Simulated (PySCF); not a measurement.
Molybdenum: a sound run and one with changed settings

Sound run: Mo [Kr] 4d5 5s1, Mo+ [Kr] 4d5. Calculation: PySCF 2.14, in x2c-SVPall; the spin-free X2C one-electron Hamiltonian (Gaussian nucleus). In the sound run the correlated levels freeze [Kr]. The sound run starts from symmetry-adapted Hartree-Fock orbitals and uses a fine grid where one is needed.

Changed run: the non-relativistic Hamiltonian (point nucleus). This setting is unsound on purpose.

```
species  method  sound run (hartree)  changed run (hartree)  converged
     Mo     UHF          -4045.82522            -3929.57691        yes
     Mo    PBE0          -4047.66990            -3931.42686        yes
     Mo   B3LYP          -4048.02404            -3931.78273        yes
     Mo     MP2          -4045.88518            -3929.63578        yes
    Mo+     UHF          -4045.59487            -3929.37063        yes
    Mo+    PBE0          -4047.40559            -3931.18957        yes
    Mo+   B3LYP          -4047.75807            -3931.54370        yes
    Mo+     MP2          -4045.64155            -3929.41684        yes
```

Ionisation energy of Mo:

```csv
method,sound run (eV),changed run (eV)
UHF,6.268,5.613
PBE0,7.192,6.457
B3LYP,7.237,6.504
MP2,6.629,5.958
SCS-MP2,6.389,5.728
```

Most of the change in total energy is the relativistic energy itself. On top of that the contraction fixes the core shape for the Hamiltonian it was made with, so the changed run is not a good calculation with the other Hamiltonian either.

For comparison, NIST gives 7.092 eV between the lowest levels.
